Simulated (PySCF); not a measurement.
## BF3H3P: core ionisation energies

Compound: BF3H3P.
Numbering: `[BH3-:1][P+:2]([F:3])([F:4])[F:5]`

Computed, not measured: delta-SCF UKS SCAN, pcX-3 on the ionised atom, pcseg-2 elsewhere, spin-free X2C in PySCF. Binding energies are ΔSCF values: E(core-ionised, relaxed orbitals) − E(ground state) at a fixed geometry, referred to the vacuum level.

What binding energy does each computed site have?

```csv
atom(s),environment,level,binding energy (eV),count
B1,four-coordinate boron,B 1s,194.64,1
F3/F4/F5,phosphorus-bound fluorine,F 1s,694.89,3
P2,phosphorus bonded to B and 3 F,P 1s,2156.34,1
```

Which photon energy gives electrons from P 1s of P2 a kinetic energy of 100 eV, and what is their de Broglie wavelength?

hν = 2156.34 + 100 = 2256.34 eV, recoil neglected; λ = 12.264 Å/√(E/eV) = 1.23 Å.

Atoms equivalent by their bonding share one computed value, that of the first of them. Not every level is listed. Geometry: PBE0-D3(BJ)/def2-TZVP; no solvent, vibrations or thermal averaging.

Hardware: 2 threads, Intel Xeon Platinum 8488C (x86_64), shared host with 96 logical CPUs at a one-minute load of 33. Cost: 22 s wall, 56 s CPU, 1.1 GiB resident at most.
